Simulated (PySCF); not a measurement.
PySCF input (M06-2X/6-311+G**):

```python
from pyscf import gto, dft

mol = gto.M(
    atom='''
    F     1.35220300    0.02690000   -0.15770600
    S    -0.03514700   -0.03522300    0.44455900
    F    -0.65725700    1.17090400   -0.22593200
    F    -0.63246200   -1.13518400   -0.40668900
    ''',
    basis='6-311+g**',
    charge=1,
    spin=0,
    verbose=4,
)

mf = dft.RKS(mol, xc='m062x')
mf.grids.level = 4
mf.conv_tol = 1e-9
mf.max_cycle = 100
mf.max_memory = 1500
mf.kernel()
if not mf.converged:
    mf = mf.newton()
    mf.kernel(mf.make_rdm1())
mf.dip_moment()
```

From the output:

```
[INPUT]  1 F      1.352203000000   0.026900000000  -0.157706000000 AA    2.555293334815   0.050833632751  -0.298021148201 Bohr   0.0
[INPUT]  2 S     -0.035147000000  -0.035223000000   0.444559000000 AA   -0.066418204100  -0.066561823286   0.840094756211 Bohr   0.0
[INPUT]  3 F     -0.657257000000   1.170904000000  -0.225932000000 AA   -1.242035723453   2.212687878158  -0.426949602775 Bohr   0.0
[INPUT]  4 F     -0.632462000000  -1.135184000000  -0.406689000000 AA   -1.195179964195  -2.145186860988  -0.768530827873 Bohr   0.0

nuclear repulsion = 206.609982015224
number of shells = 44
number of NR pGTOs = 154
number of NR cGTOs = 96
basis = 6-311+g**
ecp = {}

******** <class 'pyscf.dft.rks.RKS'> ********
method = RKS
initial guess = minao
damping factor = 0
level_shift factor = 0
DIIS = <class 'pyscf.scf.diis.CDIIS'>
diis_start_cycle = 1
diis_space = 8
diis_damp = 0
SCF conv_tol = 1e-09
SCF conv_tol_grad = None
SCF max_cycles = 100
direct_scf = True
direct_scf_tol = 1e-13
XC library pyscf.dft.libxc version 7.1.2
    S. Lehtola, C. Steigemann, M. J. T. Oliveira, and M. A. L. Marques,  SoftwareX 7, 1–5 (2018)
XC functionals = m062x
    Y. Zhao and D. G. Truhlar,  Theor. Chem. Acc. 120, 215 (2008)
    Y. Zhao and D. G. Truhlar,  Theor. Chem. Acc. 120, 215 (2008)
radial grids:
    Treutler-Ahlrichs [JCP 102, 346 (1995); DOI:10.1063/1.469408] (M4) radial grids

becke partition: Becke, JCP 88, 2547 (1988); DOI:10.1063/1.454033
pruning grids: <function nwchem_prune>
grids dens level: 4
symmetrized grids: False
atomic radii adjust function: <function treutler_atomic_radii_adjust>
small_rho_cutoff = 0
Set gradient conv threshold to 3.16228e-05
Initial guess from minao.
tot grids = 115200
init E= -698.614732959602
  HOMO = -0.3921069387671  LUMO = -0.0340312383889235  gap/eV = 9.74374
cycle= 1 E= -697.085641310423  delta_E= 1.53  |g|= 0.942  |ddm|= 2.12
  HOMO = -0.828553428035677  LUMO = -0.41852107650965  gap/eV = 11.15755
cycle= 2 E= -697.092114902798  delta_E= -0.00647  |g|= 1.04  |ddm|= 1.44
  HOMO = -0.796310475209808  LUMO = -0.332538328285757  gap/eV = 12.61988
cycle= 3 E= -697.254376120631  delta_E= -0.162  |g|= 0.154  |ddm|= 0.664
  HOMO = -0.773383852579865  LUMO = -0.30969321639699  gap/eV = 12.61766
cycle= 4 E= -697.257422591857  delta_E= -0.00305  |g|= 0.0119  |ddm|= 0.0873
  HOMO = -0.772242958921878  LUMO = -0.307376745669889  gap/eV = 12.64965
cycle= 5 E= -697.257472786358  delta_E= -5.02e-05  |g|= 0.00288  |ddm|= 0.0216
  HOMO = -0.772352974178118  LUMO = -0.307479841719682  gap/eV = 12.64984
cycle= 6 E= -697.257476906765  delta_E= -4.12e-06  |g|= 0.000739  |ddm|= 0.00529
  HOMO = -0.772407164966562  LUMO = -0.307514916936388  gap/eV = 12.65036
cycle= 7 E= -697.25747733873  delta_E= -4.32e-07  |g|= 0.000119  |ddm|= 0.0024
  HOMO = -0.772393681940884  LUMO = -0.307499928874651  gap/eV = 12.65040
cycle= 8 E= -697.257477345667  delta_E= -6.94e-09  |g|= 1.24e-05  |ddm|= 0.000308
  HOMO = -0.772393365642349  LUMO = -0.307500198944966  gap/eV = 12.65039
cycle= 9 E= -697.257477345706  delta_E= -3.91e-11  |g|= 9.46e-06  |ddm|= 1.83e-05
  HOMO = -0.772392711815344  LUMO = -0.307499768428402  gap/eV = 12.65038
Extra cycle  E= -697.257477345696  delta_E= 1.03e-11  |g|= 1.28e-05  |ddm|= 1.12e-05
converged SCF energy = -697.257477345696

WARN: System has nonzero charge 1; the dipole moment is origin-dependent.
Location of origin: [0. 0. 0.]

Dipole moment(X, Y, Z, Debye): -0.17303, -0.17318,  2.18761
```

The dipole moment of an ion depends on the origin.

The geometry given is a B3LYP-D3(BJ)/def2-TZVP minimum.
